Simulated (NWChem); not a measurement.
A series in which one site is exchanged, each optimised at PBE0/def2-SVP with NWChem, gas phase unless a solvent is named. This build's default masses of Se (78.918 u) and Br (79.917 u) are each other's, which moves their modes by up to 0.6 %. For some, no frequency run checked for a minimum. def2 effective core potentials on Sn; no spin-orbit coupling.

A: C(Br)(Br)Cl (CHBr2Cl; site = C)
B: Cl[SiH](Br)Br (SiHBr2Cl; site = Si)
C: [Cl][SnH]([Br])[Br] (SnHBr2Cl; site = Sn)
D: [Cl][GeH]([Br])[Br] (GeHBr2Cl; site = Ge)

Values for A:

| Item | Result |
|---|---|
| dipole (D), PBE0/def2-SVP | 1.01 |
| orbital gap (eV), PBE0/def2-SVP | 6.81 |
| static polarisability, PBE/def2-SVPD (bohr³) | 74.2 |
| lowest singlet excitation, PBE/def2-SVPD, TDA (eV) | 4.52 |

Problem. How do these values change for the other members?

Solution. 
| change from A | B | C | D |
|---|---|---|---|
| dipole (D), PBE0/def2-SVP | -0.16 | +0.89 | +0.30 |
| orbital gap (eV), PBE0/def2-SVP | +1.17 | -0.72 | +0.07 |
| static polarisability, PBE/def2-SVPD (bohr³) | +10.8 | +28.4 | +17.1 |
| lowest singlet excitation, PBE/def2-SVPD, TDA (eV) | +1.12 | -0.52 | +0.13 |
